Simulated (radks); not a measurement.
All-electron atom: Ba+ in [Kr] 4d10 5s2 5p5 6s1 6p1 (not the ground configuration). All-electron calculation, non-relativistic Kohn-Sham, PBE, spin-polarised, spherical densities, point nucleus; open shells are filled with parallel spins first (spin-orbit coupling, left out, can overturn this in heavy ions); relativity is left out, which matters for an element this heavy. Program: a radial shooting solver on a logarithmic mesh with Libxc functionals.

Radial electron density D(r) = 4 pi r^2 rho(r):

r (bohr)   D(r) (e/bohr)  spin D(r)
0.0008933          1.128  0.0000595
0.00104            1.504  0.0000794
0.00122            2.029   0.000107
0.001421           2.689   0.000142
0.001654           3.551   0.000188
0.001941           4.735   0.000251
0.00226            6.193   0.000328
0.002631           8.052   0.000428
0.003062           10.40   0.000554
0.003594           13.49   0.000722
0.004184           17.12   0.000921
0.00487            21.49    0.00117
0.005715           26.93    0.00148
0.006654           32.87    0.00184
0.007746           39.46    0.00227
0.00909            46.82    0.00281
0.01058            53.84    0.00344
0.01232            60.33    0.00421
0.01434            65.70    0.00521
0.01683            69.47    0.00666
0.01959            70.81    0.00861
0.02281            69.93     0.0114
0.02677            67.25     0.0157
0.03116            64.33     0.0213
0.03628            62.78     0.0285
0.04257            64.46     0.0371
0.04956            70.01     0.0446
0.0577             78.57     0.0490
0.06717            87.52     0.0470
0.07882            93.36     0.0359
0.09176            92.59     0.0187
0.1068             85.73    0.00246
0.1254             76.06  -0.000471
0.1459             70.33     0.0204
0.1699             71.42     0.0611
0.1994             77.47      0.101
0.2321             80.44      0.104
0.2702             73.97     0.0629
0.3146             58.13    0.00979
0.3691             39.53    0.00951
0.4297             29.16     0.0941
0.5003             28.45      0.208
0.5871             32.20      0.241
0.6835             32.46      0.140
0.7957             26.98     0.0102
0.9337             18.33     0.0277
1.087              11.74      0.263
1.265              8.298      0.599
1.473              6.898      0.832
1.729              5.742      0.817
2.013              4.207      0.624
2.343              2.595      0.446
2.75               1.408      0.414
3.201             0.8941      0.514
3.726             0.7425      0.627
4.373             0.6415      0.617
5.091             0.4652      0.461
5.926             0.2633      0.263
6.899             0.1166      0.117
8.096            0.03760     0.0376
9.426           0.009422    0.00942
10.97           0.001655    0.00166
12.88          0.0001728   0.000173

D(r) has 4 maxima, at r = 0.0199, 0.0834, 0.228, 0.641 bohr, and minima at 0.0369, 0.153, 0.469 bohr, inside which lie 2.00, 11.33, 29.00 electrons.
